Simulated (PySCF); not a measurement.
Sn(H)2(OH)2 (H4O2Sn), SMILES [SnH2]([OH])[OH].

The structure is a stationary point at B3LYP-D3(BJ)/def2-SVP. The def2 effective core potentials stand for the cores of Sn; spin–orbit coupling is left out. One conformer was computed; it need not be the lowest.

These are C-PCM-ωB97X/def2-SVP (PySCF) values and carry that method's errors.

The values are the electrostatic part of the solvation free energy, E(continuum) − E(gas) at the gas-phase geometry, in a cavity of scaled van der Waals radii (PySCF's table); cavitation and dispersion terms are not included. A continuum can't describe solvent molecules that bind to the metal. In vacuum the orbital gap is 12.62 eV. The dipole moment in vacuum is 0.53 D.

Computed values in water (ε = 78.36), diethylether (ε = 4.24), dimethylsulfoxide (ε = 46.83):
```
solvent                ε  ΔG(elec) (kcal/mol)  dipole (D)  gap (eV)
-----------------  -----  -------------------  ----------  --------
water              78.36                 -8.4        0.69     12.84
diethylether        4.24                 -6.3        0.64     12.79
dimethylsulfoxide  46.83                 -8.3        0.68     12.84
```
